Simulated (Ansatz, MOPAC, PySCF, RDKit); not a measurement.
H2O (SMILES O) and HCl (SMILES Cl) are pulled apart as rigid monomers along the line of their centres of mass, from the B3LYP-D3(BJ)/def2-TZVP minimum. Starting geometry (charge 0, multiplicity 1):
```xyz
5

O      0.2116     0.5618     0.1773
H      0.7237    -0.1570    -0.2099
H     -0.6615     0.5165    -0.2283
Cl     0.0821     0.3819     3.3164
H      0.1580     0.5022     2.0199
```

Interaction energies with rigid monomers; basis-set methods are counterpoise corrected unless marked otherwise.

Rows in 6-31G* carry no dispersion term and start afresh at each structure (6-31G* with six Cartesian d functions). The state reached by AM1 isn't checked.

Codes used: Ansatz (an electronic-structure program); MOPAC for AM1 (differences of heats of formation); PySCF for 6-31G* rows, the dispersion terms; RDKit for the force fields. 

```csv
O1···H5 (Å),UFF (kJ/mol),AM1 (kJ/mol),B3LYP/6-31G* (kJ/mol),B3LYP/6-31G* (no counterpoise) (kJ/mol),B3LYP-D3(BJ)/def2-TZVPPD (kJ/mol)
1.66,508.4,7.3,-27.9,-35.3,-22.1
1.84,137.6,-10.2,-30.9,-37.1,-25.1
2.12,21.6,-15.2,___,-31.7,-22.4
2.58,___,-9.4,-16.5,-20.7,-14.5
3.32,-0.7,-4.0,-7.3,-9.0,-6.7
```

### Question
What belongs in the gaps?

### Answer

- 2.12, B3LYP/6-31G* (kJ/mol): -26.6
- 2.58, UFF (kJ/mol): 0.0
